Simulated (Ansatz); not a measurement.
The same ligand exchange along the group F, Cl, Br, I.

Program: Ansatz. Geometries: PBE0-D4/def2-TZVP. ΔE: electronic, gas phase. CCSD(T)/CBS is the MP2 limit (def2-TZVPP, def2-QZVPP) plus CCSD(T) − MP2 in def2-TZVPP, frozen cores. This one scheme is used for every species. def2 core potentials past Kr. For Br, I, K outer-core shells are correlated without core-valence functions, which leaves a few kJ/mol of doubt a bond. Scalar relativity is left out up to krypton.

Question: Order these by ΔE at CCSD(T)/CBS, lowest first. (Estimate.)
A. `[K][Br]` + CH₃OH → `C[O][K]` + HBr
B. `[Cl][K]` + CH₃OH → `C[O][K]` + HCl
C. `[F][K]` + CH₃OH → `C[O][K]` + H–F
D. `[K][I]` + CH₃OH → `C[O][K]` + HI

Answer: C (+16.2 kcal/mol), B (+35.2 kcal/mol), A (+40.1 kcal/mol), D (+43.0 kcal/mol).

Largest T1 diagnostic: 0.012, for `[F][K]`.
